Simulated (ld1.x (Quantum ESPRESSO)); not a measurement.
# What the settings do to the TM potential of Sb

Base potential:

ld1.x (Quantum ESPRESSO) 7.5 input, shortened:

```
&input
   title='Sb', zed=51., rel=1, dft='PBESOL', iswitch=3,
   config='[Kr] 4d10 5s1 5p4'
 /
 &inputp
   pseudotype=2, tm=.true., lloc=1,
   nlcc=.false.
 /
3
5S  1  0   1.00   0.00  1.80  1.80  0.0
4D  3  2  10.00   0.00  1.20  1.20  0.0
5P  2  1   4.00   0.00  2.10  2.10  0.0
 &test
   configts(1)='4d10 5s1 5p4'
 /
```

Cutoffs, loose and tight: the cutoffs (Ry, on a coarse ladder) from which the occupation-weighted sum of valence levels, in a spherical-Bessel basis at the reference potential, stays within 10 and 1 mRy of its value at 400 Ry. They do not see the model core or the augmentation charge, which bear on the density cutoff. Test errors are all-electron minus pseudo excitation energies from the reference, over the configurations 4d10 5s2 5p3; 4d10 5s2 5p2; 4d10 5s2 5p1; 4d10 5s2 5p3.3; 4d10 5s1 5p3; 4d10 5s2 5p0; 4d9 5s2 5p4. A dash means not determined; rows that change the core or the reference have their own tests. The largest error is taken over the tests solved by every variant that gives reliable tests at all: 4d10 5s1 5p3; 4d10 5s2 5p0; 4d10 5s2 5p1; 4d10 5s2 5p2; 4d10 5s2 5p3; 4d10 5s2 5p3.3.

| change | outcome | cutoff, loose | cutoff, tight | bound ghosts | largest test error (meV) |
| --- | --- | --- | --- | --- | --- |
| base | generated | 110 Ry | 180 Ry | none | -10 |
| all radii scaled by about 1.35 (s 2.42, p 2.82, d 1.62 bohr) | generated | 90 Ry | 140 Ry | none | +21 |
| local potential the s channel | generated | 110 Ry | 180 Ry | none | -18 |
| functional Wu–Cohen | generated | 110 Ry | 180 Ry | none | -16 |
| core correction a·sin(br)/r model core inside 1.10 bohr | generated | 110 Ry | 180 Ry | none | -8.9 |
| wave 5p (bound): rc 2.10 bohr becomes 5p (bound): rc 2.94 bohr | generated | 110 Ry | 180 Ry | none | +38 |
| wave 5s (bound): rc 1.80 bohr becomes 5s (bound): rc 1.74 bohr | generated | 110 Ry | 180 Ry | none | -11 |
| wave 4d (bound): rc 1.20 bohr becomes 4d (bound): rc 0.84 bohr | generated | 230 Ry | over 300 Ry | none | -10 |

(1) What comes out with this change to the base: reference 4d10 5s2 5p3?

Results:

(1) outcome: generated; cutoff, loose: 110 Ry; cutoff, tight: 180 Ry; bound ghosts: none; largest test error (meV): -317.
